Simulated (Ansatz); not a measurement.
```xyz
10

C     0.791   -1.139   -0.102
N     0.123   -0.116    0.666
C    -0.566    0.857    0.042
N    -0.613    1.022   -1.200
Br   -1.467    2.003    1.338
H     0.081   -1.753   -0.665
H     1.478   -0.680   -0.815
H     1.355   -1.773    0.581
H    -0.035   -0.250    1.646
H    -1.148    1.828   -1.491
```

Charge 0, multiplicity 1.

Question: List the PBE/def2-TZVPP orbital energies in eV (the Gaussian-basis code of Ansatz). (Best estimate.)

Answer: Computed: Occupied: -13088.94, -1682.06, -1516.46, -1516.35, -1516.35, -381.64, -379.91, -271.92, -269.96, -228.85, -171.08, -170.78, -170.77, -67.73, -67.65, -67.65, -67.42, -67.42, -24.60, -22.03, -19.57, -17.63, -15.18, -12.76, -12.11, -11.28, -10.68, -9.84, -9.28, -7.38, -6.88, -6.43, -5.96. Lowest empty: -1.20, -0.38, 0.25, 1.18, 1.49, 2.32, 2.76, 3.03.
